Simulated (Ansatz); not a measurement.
`O[Si]([SiH3])(Cl)Cl` + `N[Si](O)([SiH3])O[SiH3]` → `O[Si](Cl)(Cl)O[SiH3]` + `N[Si](O)([SiH3])[SiH3]`  (redistribution)

Calculated with Ansatz (gas phase, PBE0-D4/def2-TZVP geometries, no zero-point term in ΔE). CCSD(T)/CBS is the MP2 limit (def2-TZVPP, def2-QZVPP) plus CCSD(T) − MP2 in def2-TZVPP, frozen cores. Functionals use def2-TZVPP. One conformer a species, not always the lowest.

`O[Si]([SiH3])(Cl)Cl`:

Z-matrix (Å, degrees):
```
Si
Si 1 2.329
Cl 1 2.055 2 110.7
O 1 1.628 2 109.0 3 121.2
Cl 1 2.055 2 110.7 3 -117.6
H 2 1.485 1 108.0 3 58.7
H 2 1.485 1 109.3 3 -61.0
H 2 1.485 1 109.3 3 178.3
H 4 0.960 1 119.1 2 179.8
```

`N[Si](O)([SiH3])O[SiH3]`:

Z-matrix (Å, degrees):
```
Si
O 1 1.641
Si 1 2.342 2 104.1
N 1 1.709 2 109.4 3 -125.6
O 1 1.636 2 113.2 3 119.4
H 2 0.961 1 116.2 3 168.7
H 3 1.490 1 109.7 2 174.8
H 3 1.488 1 112.5 2 54.4
H 3 1.489 1 110.1 2 -66.7
H 4 1.007 1 121.0 2 60.6
H 4 1.007 1 119.7 2 -152.1
Si 5 1.636 1 144.0 2 -72.1
H 12 1.485 5 110.2 1 87.0
H 12 1.488 5 110.4 1 -33.6
H 12 1.484 5 108.3 1 -153.3
```

`O[Si](Cl)(Cl)O[SiH3]`:

Z-matrix (Å, degrees):
```
Si
Cl 1 2.039
Cl 1 2.039 2 107.2
O 1 1.616 2 111.0 3 121.4
O 1 1.597 2 110.4 3 -120.2
H 4 0.958 1 118.4 2 -59.1
Si 5 1.645 1 148.9 2 60.9
H 7 1.483 5 109.4 1 -62.6
H 7 1.481 5 107.4 1 177.7
H 7 1.483 5 109.5 1 57.9
```

`N[Si](O)([SiH3])[SiH3]`:

Cartesian coordinates in Å:
```
N 1.819 -0.615 -0.313
Si 0.248 -0.335 0.299
O -0.016 -1.227 1.677
Si -1.270 -0.979 -1.375
Si 0.094 1.958 0.785
H 2.628 -0.221 0.141
H 2.047 -1.477 -0.781
H -0.871 -1.138 2.102
H -0.913 -2.317 -1.928
H -2.649 -1.069 -0.817
H -1.286 0.003 -2.493
H -0.009 2.767 -0.460
H -1.112 2.232 1.617
H 1.290 2.419 1.548
```

```csv
species,PBE-D4 energy (Eh)
`O[Si]([SiH3])(Cl)Cl`,-1576.50532
`N[Si](O)([SiH3])O[SiH3]`,-1078.70745
`O[Si](Cl)(Cl)O[SiH3]`,-1651.78084
`N[Si](O)([SiH3])[SiH3]`,-1003.42702
```

Work out ΔE.

ΔE = (-1651.78084) + (-1003.42702) − (-1576.50532) − (-1078.70745) = 0.00491 Eh = +12.9 kJ/mol. CCSD(T)/CBS gives +13.4 kJ/mol.

Largest T1 diagnostic among the species: 0.013.
